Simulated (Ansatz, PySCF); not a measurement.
H₆NSi₂, SMILES [SiH3][N][SiH3] (connectivity only; charge and spin as stated), charge -1, multiplicity 1. Atoms are numbered in the order given.

```xyz
9

Si     1.5520     0.0126     0.0508
N      0.0000     0.0000    -0.5493
Si    -1.5520    -0.0126     0.0508
H      2.6095     0.0214    -1.0392
H      1.9785    -1.1696     0.9190
H      1.9591     1.2013     0.9193
H     -1.9785     1.1696     0.9190
H     -2.6095    -0.0214    -1.0392
H     -1.9591    -1.2013     0.9193
```
Charge -1, spin multiplicity 1.

Coordinates come from a PBE0-D3(BJ)/def2-SVPD optimisation. The multiplicity is an assumed one; other spin states were not compared. The isomer is the one that the SMILES or the coordinates give; other isomers of the formula were not compared.

Two levels are set side by side: PBE-D3(BJ)/def2-SVPD (Ansatz, a program for electronic structure) and PBE0-D3(BJ)/def2-SVPD (Ansatz). Each level has its own optimised geometry; the coordinates shown are those of the second. Frequencies come from the Hessian of PySCF at each geometry. Differences are taken from unrounded values.

```json
[
 {"quantity": "mean bond length (Å)", "PBE0-D3(BJ)": "1.559"},
 {"quantity": "bond Si1–N2 (Å)", "PBE0-D3(BJ)": "1.664"},
 {"quantity": "bond N2–Si3 (Å)", "PBE0-D3(BJ)": "1.664"},
 {"quantity": "bond Si1–H4 (Å)", "PBE0-D3(BJ)": "1.519"},
 {"quantity": "bond Si1–H5 (Å)", "PBE0-D3(BJ)": "1.527"},
 {"quantity": "bond Si1–H6 (Å)", "PBE0-D3(BJ)": "1.527"},
 {"quantity": "bond Si3–H7 (Å)", "PBE0-D3(BJ)": "1.527"},
 {"quantity": "bond Si3–H8 (Å)", "PBE0-D3(BJ)": "1.519"},
 {"quantity": "bond Si3–H9 (Å)", "PBE0-D3(BJ)": "1.527"},
 {"quantity": "highest harmonic wavenumber (cm⁻¹)", "PBE0-D3(BJ)": "2099"},
 {"quantity": "mean harmonic wavenumber (cm⁻¹)", "PBE0-D3(BJ)": "1095"},
 {"quantity": "zero-point energy (kcal/mol)", "PBE0-D3(BJ)": "32.86"}
]
```

### Question
What does PBE-D3(BJ) give, and how far is it from PBE0-D3(BJ)? (The exact figures need the calculation; the answer reports its results.)

### Answer

```tsv
quantity	PBE-D3(BJ)	PBE-D3(BJ) minus PBE0-D3(BJ)
mean bond length (Å)	1.572	0.013
bond Si1–N2 (Å)	1.683	0.019
bond N2–Si3 (Å)	1.683	0.019
bond Si1–H4 (Å)	1.528	0.009
bond Si1–H5 (Å)	1.539	0.012
bond Si1–H6 (Å)	1.539	0.012
bond Si3–H7 (Å)	1.539	0.012
bond Si3–H8 (Å)	1.528	0.009
bond Si3–H9 (Å)	1.539	0.012
highest harmonic wavenumber (cm⁻¹)	2030	-69
mean harmonic wavenumber (cm⁻¹)	1055	-40
zero-point energy (kcal/mol)	31.67	-1.19
```

GGA bonds tend to be longer and softer than those of functionals with exact exchange. Differences between two approximate levels are no errors against the true value.
